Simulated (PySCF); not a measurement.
CH$_{5}$Si (SMILES [CH2-][SiH3]), charge -1, singlet, geometry from GFN2-xTB, with bond 7-2 at 1.6 times its length; M062X/6-31G in PySCF.

Here is a job for PySCF.
```python
from pyscf import gto, scf, dft

mol = gto.Mole()
mol.atom = '''
    C    -0.019887   -0.099482   -1.266570
    Si    0.007913    0.007551    0.530102
    H    -0.911262    0.348468   -1.736809
    H     0.867750    0.327051   -1.763060
    H     0.036558    1.229113    1.474732
    H    -1.189434   -0.692313    1.119231
    H     1.923137   -1.158351    1.416179
'''
mol.basis = '6-31g'
mol.charge = -1
mol.spin = 0
mol.verbose = 4
mol.build()

mf = dft.RKS(mol)
mf.xc = 'm062x'
mf.diis = False
mf.max_cycle = 100
mf.kernel()
mf.analyze()
```

It wrote (shortened):

```
PySCF version 2.14.0

[INPUT] verbose = 4
[INPUT] num. atoms = 7
[INPUT] num. electrons = 26
[INPUT] charge = -1
[INPUT] spin (= nelec alpha-beta = 2S) = 0
[INPUT] symmetry False subgroup None
[INPUT] Mole.unit = angstrom
[INPUT] Symbol           X                Y                Z      unit          X                Y                Z       unit  Magmom
[...]
nuclear repulsion = 54.1113750653317
number of shells = 22
number of NR pGTOs = 88
number of NR cGTOs = 32
basis = 6-31g
ecp = {}

******** <class 'pyscf.dft.rks.RKS'> ********
method = RKS
initial guess = minao
damping factor = 0
level_shift factor = 0
DIIS disabled
SCF conv_tol = 1e-09
SCF conv_tol_grad = None
SCF max_cycles = 100
direct_scf = True
direct_scf_tol = 1e-13
XC library pyscf.dft.libxc version 7.1.2
    S. Lehtola, C. Steigemann, M. J. T. Oliveira, and M. A. L. Marques,  SoftwareX 7, 1–5 (2018)
XC functionals = m062x
    Y. Zhao and D. G. Truhlar,  Theor. Chem. Acc. 120, 215 (2008)
    Y. Zhao and D. G. Truhlar,  Theor. Chem. Acc. 120, 215 (2008)
radial grids:
    Treutler-Ahlrichs [JCP 102, 346 (1995); DOI:10.1063/1.469408] (M4) radial grids

becke partition: Becke, JCP 88, 2547 (1988); DOI:10.1063/1.454033
pruning grids: <function nwchem_prune>
grids dens level: 3
symmetrized grids: False
atomic radii adjust function: <function treutler_atomic_radii_adjust>
small_rho_cutoff = 0
Set gradient conv threshold to 3.16228e-05
Initial guess from minao.
tot grids = 82344
init E= -330.115173574932
[...]
cycle= 1 E= -330.280736121942  delta_E= -0.166  |g|= 0.464  |ddm|= 2.17
[...]
cycle= 2 E= -330.213965857491  delta_E= 0.0668  |g|= 0.643  |ddm|= 1.65
[...]
cycle= 3 E= -330.113980560017  delta_E=  0.1  |g|= 0.918  |ddm|= 1.85
[...]
cycle= 4 E= -329.626441810456  delta_E= 0.488  |g|= 1.29  |ddm|= 2.85
[...]
cycle= 5 E= -329.011326527802  delta_E= 0.615  |g|= 2.06  |ddm|= 3.77
[...]
cycle= 6 E= -327.535357601403  delta_E= 1.48  |g|= 2.15  |ddm|= 6.83
[...]
cycle= 7 E= -319.847527903378  delta_E= 7.69  |g|= 4.07  |ddm|=    9
[...]
cycle= 8 E= -317.737529618665  delta_E= 2.11  |g|= 2.16  |ddm|= 18.6
[...]
cycle= 9 E= -311.346664571834  delta_E= 6.39  |g|=    4  |ddm|=   21
[...]
cycle= 10 E= -317.050553252198  delta_E= -5.7  |g|= 2.23  |ddm|= 20.8
[...]
cycle= 11 E= -311.359021640986  delta_E= 5.69  |g|= 4.01  |ddm|= 20.9
[...]
cycle= 12 E= -317.047838375403  delta_E= -5.69  |g|= 2.23  |ddm|= 20.9
[...]
cycle= 13 E= -311.358939039717  delta_E= 5.69  |g|= 4.01  |ddm|= 20.9
[...]
cycle= 14 E= -317.047802990096  delta_E= -5.69  |g|= 2.23  |ddm|= 20.9
[...]
cycle= 15 E= -311.358938105011  delta_E= 5.69  |g|= 4.01  |ddm|= 20.9
[...]
cycle= 16 E= -317.047802712534  delta_E= -5.69  |g|= 2.23  |ddm|= 20.9
[...]
cycle= 17 E= -311.358938066861  delta_E= 5.69  |g|= 4.01  |ddm|= 20.9
[...]
cycle= 18 E= -317.04780271016  delta_E= -5.69  |g|= 2.23  |ddm|= 20.9
[...]
cycle= 19 E= -311.358938066221  delta_E= 5.69  |g|= 4.01  |ddm|= 20.9
[...]
cycle= 20 E= -317.047802710144  delta_E= -5.69  |g|= 2.23  |ddm|= 20.9
[...]
cycle= 21 E= -311.358938066209  delta_E= 5.69  |g|= 4.01  |ddm|= 20.9
[...]
cycle= 22 E= -317.047802710144  delta_E= -5.69  |g|= 2.23  |ddm|= 20.9
[...]
cycle= 23 E= -311.358938066209  delta_E= 5.69  |g|= 4.01  |ddm|= 20.9
[...]
cycle= 24 E= -317.047802710145  delta_E= -5.69  |g|= 2.23  |ddm|= 20.9
[...]
cycle= 25 E= -311.358938066209  delta_E= 5.69  |g|= 4.01  |ddm|= 20.9
[...]
cycle= 26 E= -317.047802710145  delta_E= -5.69  |g|= 2.23  |ddm|= 20.9
[...]
cycle= 27 E= -311.358938066209  delta_E= 5.69  |g|= 4.01  |ddm|= 20.9
[...]
cycle= 28 E= -317.047802710145  delta_E= -5.69  |g|= 2.23  |ddm|= 20.9
[...]
cycle= 29 E= -311.358938066209  delta_E= 5.69  |g|= 4.01  |ddm|= 20.9
[...]
cycle= 30 E= -317.047802710145  delta_E= -5.69  |g|= 2.23  |ddm|= 20.9
[...]
cycle= 31 E= -311.358938066208  delta_E= 5.69  |g|= 4.01  |ddm|= 20.9
[...]
cycle= 32 E= -317.047802710145  delta_E= -5.69  |g|= 2.23  |ddm|= 20.9
[...]
cycle= 33 E= -311.358938066209  delta_E= 5.69  |g|= 4.01  |ddm|= 20.9
[...]
cycle= 34 E= -317.047802710145  delta_E= -5.69  |g|= 2.23  |ddm|= 20.9
[...]
cycle= 35 E= -311.358938066208  delta_E= 5.69  |g|= 4.01  |ddm|= 20.9
[...]
cycle= 36 E= -317.047802710145  delta_E= -5.69  |g|= 2.23  |ddm|= 20.9
[...]
cycle= 37 E= -311.358938066209  delta_E= 5.69  |g|= 4.01  |ddm|= 20.9
[...]
cycle= 38 E= -317.047802710144  delta_E= -5.69  |g|= 2.23  |ddm|= 20.9
[...]
cycle= 39 E= -311.358938066208  delta_E= 5.69  |g|= 4.01  |ddm|= 20.9
[...]
cycle= 40 E= -317.047802710146  delta_E= -5.69  |g|= 2.23  |ddm|= 20.9
[...]
cycle= 41 E= -311.358938066208  delta_E= 5.69  |g|= 4.01  |ddm|= 20.9
[...]
cycle= 42 E= -317.047802710144  delta_E= -5.69  |g|= 2.23  |ddm|= 20.9
[...]
cycle= 43 E= -311.358938066209  delta_E= 5.69  |g|= 4.01  |ddm|= 20.9
[...]
cycle= 44 E= -317.047802710144  delta_E= -5.69  |g|= 2.23  |ddm|= 20.9
[...]
cycle= 45 E= -311.358938066209  delta_E= 5.69  |g|= 4.01  |ddm|= 20.9
[...]
cycle= 46 E= -317.047802710144  delta_E= -5.69  |g|= 2.23  |ddm|= 20.9
[...]
cycle= 47 E= -311.358938066209  delta_E= 5.69  |g|= 4.01  |ddm|= 20.9
[...]
cycle= 48 E= -317.047802710145  delta_E= -5.69  |g|= 2.23  |ddm|= 20.9
[...]
cycle= 49 E= -311.358938066209  delta_E= 5.69  |g|= 4.01  |ddm|= 20.9
[...]
cycle= 50 E= -317.047802710145  delta_E= -5.69  |g|= 2.23  |ddm|= 20.9
[...]
cycle= 51 E= -311.358938066208  delta_E= 5.69  |g|= 4.01  |ddm|= 20.9
[...]
cycle= 52 E= -317.047802710144  delta_E= -5.69  |g|= 2.23  |ddm|= 20.9
[...]
cycle= 53 E= -311.358938066209  delta_E= 5.69  |g|= 4.01  |ddm|= 20.9
[...]
cycle= 54 E= -317.047802710145  delta_E= -5.69  |g|= 2.23  |ddm|= 20.9
[...]
cycle= 55 E= -311.358938066209  delta_E= 5.69  |g|= 4.01  |ddm|= 20.9
[...]
cycle= 56 E= -317.047802710144  delta_E= -5.69  |g|= 2.23  |ddm|= 20.9
[...]
cycle= 57 E= -311.358938066208  delta_E= 5.69  |g|= 4.01  |ddm|= 20.9
[...]
cycle= 58 E= -317.047802710145  delta_E= -5.69  |g|= 2.23  |ddm|= 20.9
[...]
cycle= 59 E= -311.358938066209  delta_E= 5.69  |g|= 4.01  |ddm|= 20.9
[...]
cycle= 60 E= -317.047802710144  delta_E= -5.69  |g|= 2.23  |ddm|= 20.9
[...]
cycle= 61 E= -311.358938066209  delta_E= 5.69  |g|= 4.01  |ddm|= 20.9
[...]
cycle= 62 E= -317.047802710145  delta_E= -5.69  |g|= 2.23  |ddm|= 20.9
[...]
cycle= 63 E= -311.358938066209  delta_E= 5.69  |g|= 4.01  |ddm|= 20.9
[...]
cycle= 64 E= -317.047802710145  delta_E= -5.69  |g|= 2.23  |ddm|= 20.9
[...]
cycle= 65 E= -311.358938066209  delta_E= 5.69  |g|= 4.01  |ddm|= 20.9
[...]
cycle= 66 E= -317.047802710145  delta_E= -5.69  |g|= 2.23  |ddm|= 20.9
[...]
cycle= 67 E= -311.358938066209  delta_E= 5.69  |g|= 4.01  |ddm|= 20.9
[...]
cycle= 68 E= -317.047802710145  delta_E= -5.69  |g|= 2.23  |ddm|= 20.9
[...]
cycle= 69 E= -311.358938066209  delta_E= 5.69  |g|= 4.01  |ddm|= 20.9
[...]
cycle= 70 E= -317.047802710145  delta_E= -5.69  |g|= 2.23  |ddm|= 20.9
[...]
cycle= 71 E= -311.358938066209  delta_E= 5.69  |g|= 4.01  |ddm|= 20.9
[...]
cycle= 72 E= -317.047802710145  delta_E= -5.69  |g|= 2.23  |ddm|= 20.9
[...]
cycle= 73 E= -311.358938066209  delta_E= 5.69  |g|= 4.01  |ddm|= 20.9
[...]
cycle= 74 E= -317.047802710145  delta_E= -5.69  |g|= 2.23  |ddm|= 20.9
[...]
cycle= 75 E= -311.358938066209  delta_E= 5.69  |g|= 4.01  |ddm|= 20.9
[...]
cycle= 76 E= -317.047802710144  delta_E= -5.69  |g|= 2.23  |ddm|= 20.9
[...]
cycle= 77 E= -311.358938066209  delta_E= 5.69  |g|= 4.01  |ddm|= 20.9
[...]
cycle= 78 E= -317.047802710145  delta_E= -5.69  |g|= 2.23  |ddm|= 20.9
[...]
cycle= 79 E= -311.358938066209  delta_E= 5.69  |g|= 4.01  |ddm|= 20.9
[...]
cycle= 80 E= -317.047802710145  delta_E= -5.69  |g|= 2.23  |ddm|= 20.9
[...]
cycle= 81 E= -311.358938066209  delta_E= 5.69  |g|= 4.01  |ddm|= 20.9
[...]
cycle= 82 E= -317.047802710144  delta_E= -5.69  |g|= 2.23  |ddm|= 20.9
[...]
cycle= 83 E= -311.358938066209  delta_E= 5.69  |g|= 4.01  |ddm|= 20.9
[...]
cycle= 84 E= -317.047802710145  delta_E= -5.69  |g|= 2.23  |ddm|= 20.9
[...]
cycle= 85 E= -311.358938066209  delta_E= 5.69  |g|= 4.01  |ddm|= 20.9
[...]
cycle= 86 E= -317.047802710145  delta_E= -5.69  |g|= 2.23  |ddm|= 20.9
[...]
cycle= 87 E= -311.358938066209  delta_E= 5.69  |g|= 4.01  |ddm|= 20.9
[...]
cycle= 88 E= -317.047802710145  delta_E= -5.69  |g|= 2.23  |ddm|= 20.9
[...]
cycle= 89 E= -311.358938066209  delta_E= 5.69  |g|= 4.01  |ddm|= 20.9
[...]
cycle= 90 E= -317.047802710145  delta_E= -5.69  |g|= 2.23  |ddm|= 20.9
[...]
cycle= 91 E= -311.358938066209  delta_E= 5.69  |g|= 4.01  |ddm|= 20.9
[...]
cycle= 92 E= -317.047802710145  delta_E= -5.69  |g|= 2.23  |ddm|= 20.9
[...]
cycle= 93 E= -311.358938066209  delta_E= 5.69  |g|= 4.01  |ddm|= 20.9
[...]
cycle= 94 E= -317.047802710145  delta_E= -5.69  |g|= 2.23  |ddm|= 20.9
[...]
cycle= 95 E= -311.358938066209  delta_E= 5.69  |g|= 4.01  |ddm|= 20.9
[...]
cycle= 96 E= -317.047802710145  delta_E= -5.69  |g|= 2.23  |ddm|= 20.9
[...]
cycle= 97 E= -311.358938066209  delta_E= 5.69  |g|= 4.01  |ddm|= 20.9
[...]
cycle= 98 E= -317.047802710145  delta_E= -5.69  |g|= 2.23  |ddm|= 20.9
[...]
cycle= 99 E= -311.358938066208  delta_E= 5.69  |g|= 4.01  |ddm|= 20.9
[...]
cycle= 100 E= -317.047802710145  delta_E= -5.69  |g|= 2.23  |ddm|= 20.9
SCF not converged.
SCF energy = -317.047802710145
**** SCF Summaries ****
Total Energy =                        -317.047802710144595
Nuclear Repulsion Energy =              54.111375065331650
One-electron Energy =                 -561.630532201284495
Two-electron Energy =                  190.471354425808300
Two-electron Coulomb Energy =          219.178201370594081
DFT Exchange-Correlation Energy =      -28.706846944785774
HOMO-LUMO gap [eV] =                     6.170825139123933
**** MO energy ****
[...]
 ** Mulliken pop on meta-lowdin orthogonal AOs  **
 ** Mulliken pop  **
[...]
 ** Mulliken atomic charges  **
charge of    0C =      3.85093
charge of    1Si =     -3.63904
charge of    2H =      0.98776
charge of    3H =      0.98852
charge of    4H =     -1.05952
charge of    5H =     -1.12443
charge of    6H =     -1.00422

WARN: System has nonzero charge -1; the dipole moment is origin-dependent.
Location of origin: [0. 0. 0.]

Dipole moment(X, Y, Z, Debye): -5.41847,  5.77367, -91.14659
```

Convergence was not reached.
